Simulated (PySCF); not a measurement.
SiFI, SMILES I[Si]F (connectivity only; charge and spin as stated), neutral, multiplicity 1. Geometry: PBE0-D3(BJ)/def2-TZVP. The def2 effective core potentials stand for the cores of I; spin–orbit coupling is left out.

All values below come from PBE0-D3(BJ)/def2-TZVP (PySCF).

Harmonic wavenumbers (cm⁻¹): 190, 366, 855. Rotational constants (GHz): 21.48, 1.996, 1.826; symmetry number 1.

Q: Work out the zero-point energy and the ideal-gas rigid-rotor harmonic-oscillator thermochemistry at 298.15 K and 1 atm.

A: ZPE = ½ Σ hcν = ½ × 1411 cm⁻¹ = 2.02 kcal/mol. H − E(el) = 5.01 kcal/mol. Entropy in cal/(mol K): translation 41.37, rotation 25.82, vibration 3.49, total 70.68. G − E(el) = -16.07 kcal/mol. Cp = 11.91 cal/(mol K).
